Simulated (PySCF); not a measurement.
## Relaxation of singlet PbS(OH)2

Level of theory: PBE0 in PySCF with Pb def2-SVP with ECP60, S def2-SVP, O def2-SVP, H def2-SVP; scalar-relativistic core potentials, no spin–orbit coupling; density-fitted integrals. A (50,194) grid was used.

A hand-made trigonal pyramidal (heavy-atom frame) start, with no symmetry imposed:

```xyz
6
charge 0 multiplicity 1, angstrom
Pb    0.0579    0.1057   -0.2482
S    -0.9531   -1.6454    0.8269
O     1.8856    0.1057    0.7236
O    -0.8560    1.6885    0.7236
H     2.4304   -0.6297    1.0133
H    -0.4915    2.5281    1.0133
```

Optimiser trace:
```csv
step,E − E(last) (kJ/mol),largest gradient (Eh/bohr)
0,158.39,0.03605
1,100.10,0.02594
2,55.78,0.02835
3,36.75,0.02241
4,19.37,0.01557
5,8.31,0.02429
6,4.68,0.01707
7,1.98,0.00843
8,1.33,0.00761
9,0.79,0.00387
10,0.62,0.00379
11,0.35,0.00320
12,0.18,0.00273
13,0.11,0.00134
14,0.07,0.00068
15,0.01,0.00098
16,0.00,0.00045
17,0.00,0.00008
```

It ends at Cs with O–H 0.967 Å, O–H 0.970 Å, Pb–O 2.063 Å, Pb–O 2.085 Å, Pb–S 2.303 Å; H–O–Pb 105.4°, H–O–Pb 110.3°, O–Pb–O 91.6°, O–Pb–S 131.3°, O–Pb–S 137.2°. No frequency check is given, so it may be a saddle point.

Final geometry:
```xyz
6
charge 0 multiplicity 1, angstrom
Pb    0.0246    0.0859    0.0058
S    -0.9744   -1.9828   -0.1618
O     2.0290    0.6354    0.1708
O    -0.5797    2.0582    0.0577
H     2.5927   -0.1507    0.1725
H     0.2369    2.5756    0.1389
```

Spin–orbit coupling, left out here, can matter for elements this heavy.

The relaxation took of the order of 100 core-seconds on a shared host.
